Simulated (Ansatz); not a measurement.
C3H9NSi2, SMILES C1[SiH2]N[SiH2]C=1C.

Geometry optimised at B3LYP-D3(BJ)/def2-SVP. This is a generated structure with no PubChem entry under its InChIKey; it may be hypothetical.

Two levels are set side by side: PBE/def2-SVPD (Ansatz, a first-principles code) and CAM-B3LYP/def2-SVPD (Ansatz). Energy differences of separate SCF runs at the same geometry; the states with an electron removed or added have multiplicity 2 and 2. Differences are taken from unrounded values.

```json
[
 {"quantity": "vertical ionisation energy (eV)", "PBE": "8.70"},
 {"quantity": "vertical singlet–triplet gap (eV)", "PBE": "4.06"}
]
```

Q: These are the PBE values. What does CAM-B3LYP give? (Estimate from the structure and the level; the computed values follow.)

A: 
```json
[
 {"quantity": "vertical ionisation energy (eV)", "CAM-B3LYP": "9.35", "PBE minus CAM-B3LYP": "-0.65"},
 {"quantity": "vertical singlet–triplet gap (eV)", "CAM-B3LYP": "4.03", "PBE minus CAM-B3LYP": "0.03"}
]
```
